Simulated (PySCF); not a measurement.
Gas-phase reaction: 2 BBr3 + 6 Cl → 3 Br2 + 2 BCl3

Energies from PySCF (xtb for GFN2), thermal terms from the rigid-rotor harmonic-oscillator model, ideal gas at 1 bar. † marks an energy on the PBE0/def2-TZVP geometry and frequencies; other levels use their own. CCSD(T) freezes the core. 6-31G* has spherical d functions here. Open shells (unrestricted): Cl (multiplicity 2, electronic degeneracy 6); the rest are closed-shell singlets. GFN2 has no spin-polarisation term. Spin-orbit splitting is ignored; it lowers the true energy and changes the entropy of Cl. B3LYP is the form with VWN-RPA correlation. Br: all electrons, no relativistic terms. CCSD(T) isn't extrapolated to the basis-set limit; its ΔH°(298 K) is -881.0 kJ in def2-SVP and -952.0 kJ in def2-TZVPP. The harmonic model lacks anharmonicity and excited electronic states, which grow with temperature; levels with a mode under 35 cm⁻¹ are left out.

```
level               ΔE electronic, kJ  ΔH°(298 K), kJ  ΔS°(298 K), J/K  ΔG°(1200 K), kJ
------------------  -----------------  --------------  ---------------  ---------------
B3LYP/6-31G*                     -974            -970             -342             -543
BLYP/def2-TZVP†                 -1037           -1034             -344             -605
CCSD(T)/def2-SVP†                -884            -881             -344             -453
GFN2-xTB                        -1106           -1107             -335             -693
M06-2X/def2-TZVP†               -1058           -1054             -344             -626
PBE/def2-SVP                    -1109           -1106             -341             -681
PBE/def2-TZVP†                  -1118           -1115             -344             -687
ωB97M-V/def2-TZVP†              -1068           -1064             -344             -636
```
ΔH° is lowest at PBE/def2-TZVP† and highest at CCSD(T)/def2-SVP†. No reference value is set beside these.
